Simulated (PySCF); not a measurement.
# Cu: ionisation energy

Cu [Ar] 3d10 4s1 (2S) → Cu⁺ [Ar] 3d10 (1S), as a difference of total energies. All numbers are calculated (PySCF 2.14, the spin-free X2C one-electron Hamiltonian (Gaussian nucleus), in x2c-SVPall (5s3p3d1f, 36 functions)). Correlated levels: valence: [Ar] frozen. The calculations carry no spin-orbit coupling.

```json
{"method": "UHF", "ionisation energy (eV)": "6.561", "error (eV)": "-1.165"}
{"method": "B3LYP", "ionisation energy (eV)": "8.152", "error (eV)": "+0.426"}
{"method": "M06-L", "ionisation energy (eV)": "7.812", "error (eV)": "+0.086"}
{"method": "MP2 (valence)", "ionisation energy (eV)": "7.149", "error (eV)": "-0.577"}
{"method": "SCS-MP2 (valence)", "ionisation energy (eV)": "7.070", "error (eV)": "-0.656"}
{"method": "CCSD (valence)", "ionisation energy (eV)": "7.080", "error (eV)": "-0.646"}
{"method": "CCSD(T) (valence)", "ionisation energy (eV)": "7.185", "error (eV)": "-0.541"}
```

Reference: 7.726 eV (measured; NIST Atomic Spectra Database, ionization energies).

Errors of the correlated levels include the incompleteness of this basis and the frozen core.
